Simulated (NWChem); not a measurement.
Species: C₄H₃N₂, doublet; SMILES n1[c]cncc1

```xyz
9

C      1.3500     0.1867     0.0000
N      0.6335     1.2501     0.0000
C     -0.6985     1.1233     0.0000
C     -1.2561    -0.1544     0.0000
N     -0.5014    -1.2526     0.0000
C      0.8197    -1.1077     0.0000
H     -1.3133     2.0288     0.0000
H     -2.3429    -0.2903     0.0000
H      1.4407    -2.0082     0.0000
```
Atoms are numbered in this order, from 1.

Results from NWChem. Spin-unrestricted. In the optimisation the excess spin sits in a' (Cs, its own frame). All runs use the structure optimised with PBE0/def2-SVP, spin-unrestricted. No stability test was run on the SCF state. Total energies compare along this basis series because the functional is fixed.

```csv
level,basis functions,energy (Ha),highest occupied level (eV),"lowest empty minus highest occupied level, either spin (eV)",dipole (D)
PBE0/3-21G,60,-261.8592,-6.19,4.29,1.49
PBE0/pcseg-1,99,-263.2759,-6.63,4.35,?
PBE0/pcseg-2,222,-263.4224,-6.59,4.33,1.35
PBE0/def2-TZVPP,228,-263.4268,-6.56,4.35,1.33
```

**Question.** Complete the blanks.

**Answer.** 
- PBE0/pcseg-1, dipole (D): 1.39
